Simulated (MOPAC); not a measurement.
MOPAC input (PM7):

```
PM7 1SCF GEO-OK AUX(PRECISION=9) THREADS=1
C4H10Si

C     2.92370400 1    0.38235300 1    0.40202400 1
C     1.55220200 1   -0.21406700 1    0.37329400 1
C     0.52789800 1    0.21767900 1   -0.36459000 1
Si   -1.16166500 1   -0.55721800 1   -0.35191400 1
C    -2.47540100 1    0.65497000 1    0.22312700 1
H     3.18671700 1    0.70536400 1    1.41377000 1
H     3.67487000 1   -0.35621900 1    0.10636200 1
H     3.00186400 1    1.24074900 1   -0.26602400 1
H     1.40712300 1   -1.07732200 1    1.02066600 1
H     0.70130100 1    1.08260400 1   -1.00525700 1
H    -1.12138800 1   -1.73775400 1    0.54890300 1
H    -1.51673100 1   -1.02536000 1   -1.71791700 1
H    -2.50368900 1    1.53309400 1   -0.42569800 1
H    -2.27120000 1    0.99447500 1    1.24029100 1
H    -3.46598400 1    0.19581600 1    0.20857000 1
```

Output:

```
 *******************************************************************************
 **                                                                           **
 **                              MOPAC v23.2.5                                **
 **                                                                           **
 *******************************************************************************
 ** MOPAC's Digital Object Identifier: https://doi.org/10.5281/zenodo.6511958 **
 **                                                                           **
 ** Please cite the open-source release paper for use of this MOPAC version:  **
 ** J. E. Moussa and J. J. P. Stewart (2026)                                  **
 ** MOPAC: An open-source semiempirical molecular orbital program             **
 ** J. Open Source Softw., 11(119), 8025, https://doi.org/10.21105/joss.08025 **
 *******************************************************************************

                              PM7 CALCULATION RESULTS

 *******************************************************************************
 *  PM7        - The PM7 Hamiltonian to be used
 *  GEO-OK     - OVERRIDE INTERATOMIC DISTANCE AND OTHER SAFETY CHECKS
 *  1SCF       - DO 1 SCF AND THEN STOP
 *  AUX        - OUTPUT AUXILIARY INFORMATION
 *******************************************************************************
PM7 1SCF GEO-OK AUX(PRECISION=9) THREADS=1
 C4H10Si

   ATOM   CHEMICAL          X               Y               Z
  NUMBER   SYMBOL      (ANGSTROMS)     (ANGSTROMS)     (ANGSTROMS)

     1       C          2.92370400  *   0.38235300  *   0.40202400  *
     2       C          1.55220200  *  -0.21406700  *   0.37329400  *
     3       C          0.52789800  *   0.21767900  *  -0.36459000  *
     4      Si         -1.16166500  *  -0.55721800  *  -0.35191400  *
     5       C         -2.47540100  *   0.65497000  *   0.22312700  *
     6       H          3.18671700  *   0.70536400  *   1.41377000  *
     7       H          3.67487000  *  -0.35621900  *   0.10636200  *
     8       H          3.00186400  *   1.24074900  *  -0.26602400  *
     9       H          1.40712300  *  -1.07732200  *   1.02066600  *
    10       H          0.70130100  *   1.08260400  *  -1.00525700  *
    11       H         -1.12138800  *  -1.73775400  *   0.54890300  *
    12       H         -1.51673100  *  -1.02536000  *  -1.71791700  *
    13       H         -2.50368900  *   1.53309400  *  -0.42569800  *
    14       H         -2.27120000  *   0.99447500  *   1.24029100  *
    15       H         -3.46598400  *   0.19581600  *   0.20857000  *

          CARTESIAN COORDINATES

    NO.       ATOM           X           Y           Z

     1         C          2.9237      0.3824      0.4020
     2         C          1.5522     -0.2141      0.3733
     3         C          0.5279      0.2177     -0.3646
     4        Si         -1.1617     -0.5572     -0.3519
     5         C         -2.4754      0.6550      0.2231
     6         H          3.1867      0.7054      1.4138
     7         H          3.6749     -0.3562      0.1064
     8         H          3.0019      1.2407     -0.2660
     9         H          1.4071     -1.0773      1.0207
    10         H          0.7013      1.0826     -1.0053
    11         H         -1.1214     -1.7378      0.5489
    12         H         -1.5167     -1.0254     -1.7179
    13         H         -2.5037      1.5331     -0.4257
    14         H         -2.2712      0.9945      1.2403
    15         H         -3.4660      0.1958      0.2086

 General Reference for PM7:
 "Optimization of Parameters for Semiempirical Methods VI: More Modifications to the
 NDDO Approximations and Re-optimization of Parameters", J. J. P. Stewart, J. Mol. Mod., 1:32, 19 (2013)
 https://link.springer.com/article/10.1007/s00894-012-1667-x

           Empirical Formula: C4 H10 Si  =    15 atoms

      MOLECULAR POINT GROUP   :   C1

      RHF CALCULATION, NO. OF DOUBLY OCCUPIED LEVELS = 15

 -------------------------------------------------------------------------------
 PM7 1SCF GEO-OK AUX(PRECISION=9) THREADS=1
 C4H10Si

     1SCF WAS SPECIFIED, SO BFGS WAS NOT USED
     SCF FIELD WAS ACHIEVED

                              PM7 CALCULATION
                                                       MOPAC v23.2.5 Linux

          FINAL HEAT OF FORMATION =         -9.39975 KCAL/MOL =     -39.32857 KJ/MOL

          COSMO AREA              =        147.69 SQUARE ANGSTROMS
          COSMO VOLUME            =        137.70 CUBIC ANGSTROMS

          IONIZATION POTENTIAL    =         10.034328 EV
          HOMO LUMO ENERGIES (EV) =        -10.034  0.972
          NO. OF FILLED LEVELS    =         15
          MOLECULAR WEIGHT        =         86.2085         POINT GROUP:  C1

          MOLECULAR DIMENSIONS (Angstroms)

            Atom       Atom       Distance
            H    15    H     7     7.16289
            H    12    H     6     3.81798
            H    10    H    11     3.30918

          SCF CALCULATIONS        =          1

   ATOM   CHEMICAL          X               Y               Z
  NUMBER   SYMBOL      (ANGSTROMS)     (ANGSTROMS)     (ANGSTROMS)

     1       C          2.92370400  *   0.38235300  *   0.40202400  *
     2       C          1.55220200  *  -0.21406700  *   0.37329400  *
     3       C          0.52789800  *   0.21767900  *  -0.36459000  *
     4      Si         -1.16166500  *  -0.55721800  *  -0.35191400  *
     5       C         -2.47540100  *   0.65497000  *   0.22312700  *
     6       H          3.18671700  *   0.70536400  *   1.41377000  *
     7       H          3.67487000  *  -0.35621900  *   0.10636200  *
     8       H          3.00186400  *   1.24074900  *  -0.26602400  *
     9       H          1.40712300  *  -1.07732200  *   1.02066600  *
    10       H          0.70130100  *   1.08260400  *  -1.00525700  *
    11       H         -1.12138800  *  -1.73775400  *   0.54890300  *
    12       H         -1.51673100  *  -1.02536000  *  -1.71791700  *
    13       H         -2.50368900  *   1.53309400  *  -0.42569800  *
    14       H         -2.27120000  *   0.99447500  *   1.24029100  *
    15       H         -3.46598400  *   0.19581600  *   0.20857000  *

                             CARTESIAN COORDINATES

   1    C        2.923704000     0.382353000     0.402024000
   2    C        1.552202000    -0.214067000     0.373294000
   3    C        0.527898000     0.217679000    -0.364590000
   4   Si       -1.161665000    -0.557218000    -0.351914000
   5    C       -2.475401000     0.654970000     0.223127000
   6    H        3.186717000     0.705364000     1.413770000
   7    H        3.674870000    -0.356219000     0.106362000
   8    H        3.001864000     1.240749000    -0.266024000
   9    H        1.407123000    -1.077322000     1.020666000
  10    H        0.701301000     1.082604000    -1.005257000
  11    H       -1.121388000    -1.737754000     0.548903000
  12    H       -1.516731000    -1.025360000    -1.717917000
  13    H       -2.503689000     1.533094000    -0.425698000
  14    H       -2.271200000     0.994475000     1.240291000
  15    H       -3.465984000     0.195816000     0.208570000

           Empirical Formula: C4 H10 Si  =    15 atoms

      MOLECULAR POINT GROUP   :   C1

                  EIGENVALUES
 -28.27921 -25.41921 -23.81470 -19.14409 -16.62738 -14.65897 -14.59929 -14.37504
 -14.02528 -13.77039 -12.42762 -11.94524 -11.70934 -11.01570 -10.03433   0.97205
   1.83593   2.26852   2.79516   4.48870   5.34940   5.60008   5.89437   5.91095
   5.94801   6.26583   6.69569   6.83488   7.11165   8.12168  22.02898  22.27770
  22.62834  23.23037  23.33855

              NET ATOMIC CHARGES AND DIPOLE CONTRIBUTIONS

  ATOM NO.   TYPE          CHARGE      No. of ELECS.   s-Pop       p-Pop       d-Pop
    1          C          -0.456048        4.4560     1.04877     3.40728
    2          C          -0.060862        4.0609     1.08611     2.97475
    3          C          -0.360028        4.3600     1.10475     3.25527
    4         Si           0.121403        3.8786     0.87065     2.83337     0.17457
    5          C          -0.602991        4.6030     1.04608     3.55691
    6          H           0.156867        0.8431     0.84313
    7          H           0.156655        0.8433     0.84334
    8          H           0.153443        0.8466     0.84656
    9          H           0.135227        0.8648     0.86477
   10          H           0.156185        0.8438     0.84382
   11          H           0.047469        0.9525     0.95253
   12          H           0.050959        0.9490     0.94904
   13          H           0.167314        0.8327     0.83269
   14          H           0.167312        0.8327     0.83269
   15          H           0.167096        0.8329     0.83290
 DIPOLE           X         Y         Z       TOTAL
 POINT-CHG.     0.294    -0.542     0.174     0.640
 HYBRID         0.270     0.994     0.263     1.063
 SUM            0.564     0.452     0.437     0.845

          ATOMIC ORBITAL ELECTRON POPULATIONS

     Atom    s        px        py        pz      x^2-y^2     xz        z^2       yz        xy
    1  C   1.04877   1.06761   1.16097   1.17870
    2  C   1.08611   0.95841   1.02255   0.99379
    3  C   1.10475   1.08372   1.10343   1.06812
    4 Si   0.87065   0.84002   0.94196   1.05139   0.04144   0.02477   0.03110   0.03609   0.04117
    5  C   1.04608   1.18655   1.18779   1.18258
    6  H   0.84313
    7  H   0.84334
    8  H   0.84656
    9  H   0.86477
   10  H   0.84382
   11  H   0.95253
   12  H   0.94904
   13  H   0.83269
   14  H   0.83269
   15  H   0.83290

 **********************
 *                    *
 * JOB ENDED NORMALLY *
 *                    *
 **********************

 == MOPAC DONE ==
```

The geometry given is a B3LYP-D3(BJ)/def2-TZVP minimum.
